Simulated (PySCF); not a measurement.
## Basis and Hamiltonian dependence of the excitation energy of Si

Si [Ne] 3s2 3p2 (3P) → Si [Ne] 3s1 3p2 4s1 (5P). Calculated with PySCF 2.14 from differences of total energies of unrestricted determinants, without spin-orbit coupling. Values in eV.

| basis | Hamiltonian | functions | UHF | PBE | PBE0 | MP2 (valence) | CCSD(T) (valence) | CCSD(T) (valence and next inner shell) |
| --- | --- | --- | --- | --- | --- | --- | --- | --- |
| aug-cc-pVDZ-DK | spin-free X2C | 27 | 8.693 | 10.147 | 10.082 | 9.599 | 9.970 | n/a |
| aug-cc-pV(D+d)Z | non-relativistic | 32 | 8.656 | 10.106 | 10.043 | 9.574 | n/a | n/a |
| aug-cc-pwCVDZ | non-relativistic | 36 | 8.651 | 10.106 | 10.040 | 9.575 | 9.948 | 10.049 |
| aug-cc-pVTZ-DK | spin-free X2C | 50 | 8.641 | 10.109 | 10.043 | 9.746 | n/a | n/a |
| x2c-TZVPPall with one added diffuse shell each of s, p, d type | spin-free X2C | 51 | 8.616 | 10.097 | 10.031 | 9.713 | 10.051 | 10.152 |
| aug-cc-pCVTZ-DK | spin-free X2C | 75 | 8.635 | 10.112 | 10.043 | 9.750 | 10.084 | 10.183 |
| aug-cc-pwCVTZ | non-relativistic | 75 | 8.594 | 10.069 | 10.001 | 9.718 | 10.050 | 10.160 |
| def2-QZVPPD | non-relativistic | 76 | 8.523 | 10.010 | 9.943 | 9.720 | 10.022 | 10.135 |
| dyall-av3z | non-relativistic | 84 | 8.464 | 9.980 | 9.908 | 9.601 | 9.937 | n/a |
| x2c-QZVPPall with one added diffuse shell each of s, p, d, f type | spin-free X2C | 86 | 8.540 | 10.040 | 9.970 | 9.738 | 10.039 | 10.154 |
| aug-cc-pCVTZ-DK with one added diffuse shell each of s, p, d, f type | spin-free X2C | 91 | 8.460 | 10.008 | 9.932 | 9.606 | 9.948 | 10.050 |
| dyall-acv3z | non-relativistic | 113 | 8.464 | 9.979 | 9.907 | 9.615 | 9.946 | n/a |
| aug-cc-pCVQZ-DK | spin-free X2C | 134 | 8.527 | 10.033 | 9.963 | 9.732 | n/a | n/a |
| aug-cc-pV(5+d)Z | non-relativistic | 136 | 8.466 | 9.975 | 9.905 | 9.707 | n/a | n/a |

Frozen in the all-electron rows: valence: [Ne]; valence and next inner shell: 1s2.

The upper state lies above the first ionisation limit, but in LS coupling its spin forbids autoionisation to the ground ion. A Rydberg-like electron needs more diffuse functions than a valence basis has.
